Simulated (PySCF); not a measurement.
Sn(Br)(OH)2(NH2) (BrH4NO2Sn), SMILES [NH2][Sn]([OH])([OH])[Br]. Atoms are numbered in the order given.

```xyz
9

N      2.1659    -0.4435    -0.6915
Sn     0.2231     0.1995    -0.5500
O      0.0285     2.1872    -0.6270
O     -0.8275    -0.4298    -2.1278
Br    -0.6642    -0.6174     1.6632
H      2.2487    -1.3226    -0.1589
H      2.3613    -0.6790    -1.6766
H      0.3530     2.5738     0.2105
H     -1.6408     0.1083    -2.2056
```

Geometry: PBE-D3(BJ)/def2-SVP. The structure was generated by enumeration; whether it is a known compound was not checked. The def2 effective core potentials stand for the cores of Sn; spin–orbit coupling is left out. One conformer was computed; it need not be the lowest.

All values below come from M06-2X/def2-TZVP (PySCF).

ESP charges are fitted to the potential on shells at 1.4 to 2.0 van der Waals radii. Atomic charges (e):

```json
[
 {"atom": "N1", "ESP fit": "-0.86", "Löwdin": "-0.43", "Mulliken": "-0.78"},
 {"atom": "Sn2", "ESP fit": "0.90", "Löwdin": "0.45", "Mulliken": "1.31"},
 {"atom": "O3", "ESP fit": "-0.64", "Löwdin": "-0.36", "Mulliken": "-0.71"},
 {"atom": "O4", "ESP fit": "-0.68", "Löwdin": "-0.36", "Mulliken": "-0.71"},
 {"atom": "Br5", "ESP fit": "-0.22", "Löwdin": "0.02", "Mulliken": "-0.33"},
 {"atom": "H6", "ESP fit": "0.31", "Löwdin": "0.16", "Mulliken": "0.27"},
 {"atom": "H7", "ESP fit": "0.39", "Löwdin": "0.16", "Mulliken": "0.27"},
 {"atom": "H8", "ESP fit": "0.38", "Löwdin": "0.17", "Mulliken": "0.34"},
 {"atom": "H9", "ESP fit": "0.42", "Löwdin": "0.18", "Mulliken": "0.34"}
]
```
